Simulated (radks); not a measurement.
Results of a calculation; reference values are marked as such.
How relativity changes the ionisation of the hafnium ion Hf3+ ([Xe] 4f14 5d1) to Hf4+ ([Xe] 4f14). Spin-unpolarised spherical Kohn-Sham, PBE, point nucleus unless stated (finite: rms radius 5.347 fm), a radial shooting solver on a logarithmic mesh with Libxc functionals. A level marked "c x" has the speed of light scaled by that factor and shares open shells by 2j + 1; other Dirac levels either fill j = l - 1/2 first or share by 2j + 1.

level                               E(Hf3+) (hartree)  E(Hf4+) (hartree)  IE (eV)   HOMO  <r> HOMO (bohr)
non-rel.                                  -14323.4156        -14322.1750   33.758     5d            1.904
scalar-rel.                               -15076.6019        -15075.3946   32.853     5d            1.939
scalar-rel., finite nucleus               -15074.5461        -15073.3387   32.853     5d            1.939
Dirac, 2j+1 shares                        -15096.0698        -15094.8634   32.828  5d5/2            1.960
Dirac, low j first                        -15096.0852        -15094.8634   33.245  5d3/2            1.915
Dirac, 2j+1 shares, finite nucleus        -15093.9964        -15092.7900   32.829  5d5/2            1.960
Dirac, c x 2                              -14496.2319        -14495.0002   33.518  5d5/2            1.917
Dirac, c x 5                              -14350.3095        -14349.0704   33.719  5d5/2            1.906
Dirac, c x 10                             -14330.1132        -14328.8730   33.748  5d5/2            1.905

NIST Atomic Spectra Database: 33.37 eV (semi-empirical). The relativistic part of the total energy of Hf3+ is -770.6 hartree (Dirac, 2j+1 shares, finite nucleus), 5.4 % of the non-relativistic value. Spin polarisation and multiplet splitting of open shells are left out at every level.

Beside tabulated values, note that relativity, absent from the non-relativistic runs, is large for the heavy elements, and spin-unpolarised runs miss the spin-polarisation part of the exchange energy of open shells.
